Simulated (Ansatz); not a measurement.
Series SiXY, Y = fluoro, computed as singlets and as triplets. Gas-phase values, no solvent. One relaxed conformer stands for each flexible species; it need not be the lowest. Strings in code marks are SMILES.

Quantity: adiabatic spin-state energy, in kcal/mol. HF references are unrestricted for open shells and restricted for singlets. The restricted reference of `F[Si]Cl` is unstable towards unrestricted orbitals.

Case: `F[Si]Cl`: multiplicity 3 minus multiplicity 1. The other species in the difference include `F[Si]Cl` (neutral, multiplicity 1). Geometry of `F[Si]Cl` (neutral, multiplicity 3, Å):

```xyz
3

F     -1.4519    -0.3722     0.0000
Si    -0.1963     0.6220     0.0000
Cl     1.6482    -0.2498     0.0000
```

Give the adiabatic spin-state energy at the level composite: frozen-core CCSD(T) with HF/cc-pVQZ and the correlation energy extrapolated as X^-3 from cc-pVTZ and cc-pVQZ, plus CCSDT(Q) minus CCSD(T) in cc-pVDZ // PBE0-D3(BJ)/def2-TZVP (Ansatz, an electronic-structure program).

63.0 kcal/mol.
